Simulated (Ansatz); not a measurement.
One change: `[NH2][AlH][SiH]1[SiH2]S1` becomes `O[SiH]1[SiH2]S1`.

Ansatz, PBE0-D4/def2-TZVP geometries, multiplicity 1. Each molecule was computed in one conformer, which needn't be the lowest.

```json
{"property": "HOMO–LUMO gap (PBE0/def2-TZVPP) / eV", "`[NH2][AlH][SiH]1[SiH2]S1`": "5.30"}
{"property": "HOMO energy (ωB97M-V/def2-TZVPP) / eV", "`[NH2][AlH][SiH]1[SiH2]S1`": "-8.79"}
{"property": "LUMO energy (ωB97M-V/def2-TZVPP) / eV", "`[NH2][AlH][SiH]1[SiH2]S1`": "0.09"}
{"property": "HOMO energy (PBE/def2-TZVPP) / eV", "`[NH2][AlH][SiH]1[SiH2]S1`": "-5.84"}
{"property": "LUMO energy (PBE0/def2-TZVPP) / eV", "`[NH2][AlH][SiH]1[SiH2]S1`": "-1.57"}
{"property": "LUMO energy (PBE/def2-TZVPP) / eV", "`[NH2][AlH][SiH]1[SiH2]S1`": "-2.28"}
```

Q: What does the change do to each property? (An estimate is asked.)

A: The calculation gave: 
```
                             property  `O[SiH]1[SiH2]S1`  shift
 HOMO–LUMO gap (PBE0/def2-TZVPP) / eV               6.59   1.29
HOMO energy (ωB97M-V/def2-TZVPP) / eV              -9.03  -0.24
LUMO energy (ωB97M-V/def2-TZVPP) / eV               1.29   1.20
    HOMO energy (PBE/def2-TZVPP) / eV              -6.00  -0.16
   LUMO energy (PBE0/def2-TZVPP) / eV              -0.48   1.09
    LUMO energy (PBE/def2-TZVPP) / eV              -1.33   0.95
```

With PBE0 the HOMO falls by 0.20 eV and the LUMO rises by 1.09 eV, so the gap widens by about 1.29 eV. PBE moves the HOMO by -0.16 eV and ωB97M-V by -0.24 eV.
